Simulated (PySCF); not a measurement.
Computed shifts of a molecule C3H9GeN, B3LYP/pcSseg-1 in PySCF, GIAO, gas phase, equivalent atoms averaged, in ppm (number of nuclei): ¹³C: 53.2 (2), 1.5 (1). ¹⁵N: 42.9 (1). ¹H: 5.32 (1), 3.68 (4), 0.79 (3), 0.25 (1). References: ¹³C against TMS (σ = 181.3 ppm); ⁷³Ge against GeH4 (σ = 1631.8 ppm); ¹⁵N against NH3 (σ = 265.5 ppm); ¹H against TMS (σ = 31.68 ppm), references at their B3LYP-D3(BJ)/def2-TZVP geometries, non-relativistic. Coordinates come from a PBE0-D3(BJ)/def2-SVP optimisation. One conformer was computed; it need not be the lowest.

Task: Identify the compound among the candidates.
A. [CH3][GeH]1[CH2]N[CH2]1
B. [GeH3][N]1CCC1
C. C=[CH][GeH2][CH2]N
D. NC/C=[CH]/[GeH3]

Result: A, [CH3][GeH]1[CH2]N[CH2]1
